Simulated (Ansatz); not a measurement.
Gas-phase electronic energies from Ansatz, PBE0-D4/def2-TZVP geometries. CCSD(T)/CBS adds triple-zeta CCSD(T) − MP2 to the extrapolated MP2 energy (def2 sets, frozen cores). This one scheme is used for every species. Functionals use def2-TZVPP. Each species was taken in one conformer, which may not be the lowest.

`O[SiH]([SiH3])[AlH][Cl]` + `[SiH3]N[SiH3]` → `[SiH3][N]([SiH3])[AlH][Cl]` + `O[SiH2][SiH3]`  (cleavage of the Al–Si bond)

Is it downhill or uphill in electronic energy at CCSD(T)/CBS, and by how much? (An estimate is asked.)

The calculation gave: Downhill: ΔE = -106.6 kJ/mol.

What do these levels give: PBE-QIDH, PBE, r2SCAN, CCSD(T)/def2-SVP, MP2/def2-TZVPP, SCS-MP2/def2-QZVPP? (An estimate is asked.)

Computed: PBE-QIDH -102.5, PBE -80.8, r2SCAN -101.5, CCSD(T)/def2-SVP -113.1, MP2/def2-TZVPP -117.4, SCS-MP2/def2-QZVPP -115.8 kJ/mol.

Largest T1 diagnostic among the species: 0.012.

From PBE to PBE0 (25 % exact exchange), in def2-TZVPP and without D4, ΔE moves by −6.3 kJ/mol. The D4 term adds −6.6 kJ/mol with B3LYP and −3.4 kJ/mol with PBE0; it sums over pairs of atoms, weighted by their polarisabilities, and B3LYP, whose exchange is more repulsive, gets the larger term.

B3LYP here is the variant with VWN-RPA as its local correlation; programs differ in this.
